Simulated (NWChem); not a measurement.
## Atomisation of hydrogen telluride (H2Te)

```
Te
H 1 1.6633
H 1 1.6633 2 90.26
```
Charge 0, spin multiplicity 1.

The numbers come from NWChem runs, not from measurements. The geometry was optimised at PBE0/def2-SVP with def2 effective core potentials on Te, a minimum by its harmonic frequencies.

Basis set: def2-TZVP. The atomisation energy is electronic alone: no zero-point, thermal, spin-orbit or counterpoise terms. No value is extrapolated to the basis-set limit. Free atoms are single determinants with multiplicities Te 3, H 2.

Effective core potentials replace the inner electrons of Te; spin-orbit coupling is left out. B3LYP has NWChem's definition, with VWN1-RPA local correlation. No SCF solution was tested for a lower state. Open-shell Hartree-Fock references start from PBE0 orbitals.

Task: Order these methods by the atomisation energy they give, lowest first: r2SCAN, B3LYP, TPSS, PBE, PBE0, HF.

Result: HF (92.5 kcal/mol), PBE0 (139.0 kcal/mol), r2SCAN (140.8 kcal/mol), PBE (141.8 kcal/mol), B3LYP (142.7 kcal/mol), TPSS (147.6 kcal/mol)
